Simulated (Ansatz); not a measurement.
fluoroethane (C2H5F), singlet, at a GFN2-xTB geometry; SC-NEVPT2/cc-pVDZ, CASSCF(4,5) (Ansatz, a first-principles code).

Input for Ansatz:
Ansatz 0.2 input:
```yaml
crystal:
  periodic: [false, false, false]
  atoms:
    - {symbol: C, position_ang: [1.18325814, -0.13796131, 0.24648397]}
    - {symbol: C, position_ang: [-0.31033671, -0.40122730, 0.21979882]}
    - {symbol: F, position_ang: [-0.95478815, 0.57674592, -0.50155248]}
    - {symbol: H, position_ang: [1.67852231, -0.91696751, 0.81868285]}
    - {symbol: H, position_ang: [1.58089564, -0.13113502, -0.76533022]}
    - {symbol: H, position_ang: [1.38589035, 0.82600385, 0.70652908]}
    - {symbol: H, position_ang: [-0.74383273, -0.38101401, 1.22513397]}
    - {symbol: H, position_ang: [-0.54591072, -1.35246895, -0.26874016]}
basis:
  gaussian:
    orbitals: cc-pVDZ
magnetization: {spin_polarized: false}
correlation: {method: sc_nevpt2, electrons: all, active_space: {window: {electrons: 4, orbitals: 5}}}
```

What the program printed (banner, timings and long lists left out):

```
Functional definition: HF
603 factors; integrals over basis functions are off by at most 1.1e-3 eV
mean field evaluation 1: about -4844.5035 eV, gradient 2.5e1 eV
mean field evaluation 2: about -4844.5051 eV, gradient 2.5e1 eV
mean field evaluation 4: about -4846.0489 eV, gradient 2.8e0 eV
mean field evaluation 8: about -4846.0695 eV, gradient 6.1e-5 eV
mean field -4846.06945350 eV, -178.0897676321 hartree, gradient 1.6e-6 eV, S^2 0.000000; 0 other end points of the search recorded, 0 dependent functions left out
reference -4846.06945350 eV, -178.0897676321 hartree; 13, 13 occupied and 54, 54 virtual orbitals, 603 factors
state -4847.60972674 eV, -178.1463716299 hartree
state -4847.60972674 eV, -178.1463716299 hartree; corrected -4858.84195663 eV, -178.5591484650 hartree
state -4847.28675834 eV, -178.1345027601 hartree
state -4847.28675834 eV, -178.1345027601 hartree; corrected -4859.04548533 eV, -178.5666280065 hartree
state -4847.28675834 eV, -178.1345027601 hartree; corrected -4859.04548533 eV, -178.5666280065 hartree
state -4847.20026052 eV, -178.1313240237 hartree
state -4847.20026052 eV, -178.1313240237 hartree; corrected -4859.08283737 eV, -178.5680006689 hartree
state -4847.20026052 eV, -178.1313240237 hartree; corrected -4859.08283737 eV, -178.5680006689 hartree
the orbitals are reached from a further start. From the first start the search ends at -4847.60972625 eV, -178.1463716119 hartree
WARN: the results are in doubt because another end's mean lies 0.409 eV lower, and its corrected mean 0.241 eV higher
Total energy: -4859.08283737 eV, -178.5680006689 hartree
In doubt: another end's mean lies 0.409 eV lower, and its corrected mean 0.241 eV higher
```
